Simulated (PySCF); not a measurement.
Structure from 2D NMR

Compound of formula C6H16P2. Correlations simulated from computed shifts and the bond graph:

HSQC (one-bond C–H):
```tsv
δH	δC
1.82	29.8
1.12	21.2
```

COSY cross peaks (H two or three bonds apart, from the bond graph; peaks can be absent where the dihedral angle is near 90°):
```tsv
δH	δH
1.82	1.12
```

HMBC (two and three bonds, from the bond graph):
```tsv
δH	δC
1.98	29.8
1.82	29.8, 21.2
1.12	29.8, 21.2
```

One conformer, non-relativistic, fast rotation and ring inversion assumed for equivalent nuclei, no solvent model. σ from GIAO-PBE0/pcSseg-1; GFN2-xTB structure; PySCF.

δ = σ(ref) − σ, references computed at the same level: 1H, 13C against TMS.

Exchangeable hydrogens are left out of these lists.

Assemble the structure.

Answers

SMILES CC(C)P(P)C(C)C.

Numbering as in the mapped SMILES `[CH3:1][CH:2]([CH3:3])[P:4]([PH2:5])[CH:6]([CH3:7])[CH3:8]`. Hydrogens are named by the atom that carries them.

δC 29.8 is C2/C6, an sp3 CH bonded to P (δH 1.82). δC 21.2 is C1/C3/C7/C8, a methyl carbon (δH 1.12). COSY links 1.82–1.12.

The shifts were computed for this structure.

Shifts are as computed. Against solution values, carbons near 30 ppm lie about +3 ppm off and those near 130 ppm about +5 ppm. Of 1211 compounds with measured shifts, 218 miss one by over three times the rms of a fit or turn the order of signals round; such compounds aren't used in these exercises.
